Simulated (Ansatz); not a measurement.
Isolated molecules relaxed with PBE0-D4/def2-TZVP in Ansatz; ΔE leaves out vibrations. CBS: MP2 limit from def2 TZ/QZ plus the TZ coupled-cluster correction, frozen cores. This one scheme is used for every species. Functionals use def2-TZVPP. B3LYP here is the variant with VWN-RPA as its local correlation; programs differ in this. One conformer a species, not always the lowest.

Reaction (substitution at a C–B bond): `BBCOC` + CH₃OH → `COCOC` + `BB`

| level | ΔE (kcal/mol) |
| --- | --- |
| r2SCAN-D4 | 7.0 |
| PBE0-D4 | 8.1 |
| B3LYP-D4 | 6.8 |
| PBE | 8.6 |
| MP2/def2-TZVPP | 7.2 |
| SCS-MP2/def2-TZVPP | 6.3 |
| HF/def2-QZVPP | 4.9 |
| SCS-MP2/def2-QZVPP | 7.0 |

What does CCSD(T)/CBS give? (Estimate.)

Computed: +7.4 kcal/mol. The listed levels differ from it by -0.4, 0.7, -0.6, 1.2, -0.2, -1.1, -2.5, -0.4 kcal/mol.

Largest T1 diagnostic among the species: 0.012.

In def2-TZVPP, CCSD(T) changes the Hartree–Fock value by +1.7 kcal/mol (the triples alone add −0.1 kcal/mol) and MP2 by +2.4 kcal/mol.
